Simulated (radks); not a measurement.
Values are calculated unless marked as measured or tabulated.
The zirconium ion Zr4+, [Kr]. Code: a radial shooting solver on a logarithmic mesh with Libxc functionals. Model: non-relativistic Kohn-Sham, exchange-only PBE, spin-polarised, spherical densities, point nucleus. Every spin shell is full or empty, so the densities are truly spherical. Functionals are evaluated on that one density, not self-consistently. Rank these orbital-free kinetic functionals by their error against the exact value of the orbitals, and give that value: Thomas-Fermi, von Weizsacker, TF + vW, TF + vW/9, TF + vW/5, APBEK, Perdew 92, Thakkar, Pearson, PG1, DePristo-Kress.

Answer. Exact: 3535.77 hartree. From best to worst, with 100 (|E| - |E exact|)/|E exact| (equal figures are ties): DePristo-Kress -0.06, APBEK +0.14, Thakkar -0.49, Perdew 92 -0.68, TF + vW/9 -0.69, Pearson -0.99, TF + vW/5 +3.30, Thomas-Fermi -5.67, PG1 +16.54, TF + vW +39.15, von Weizsacker -55.18.
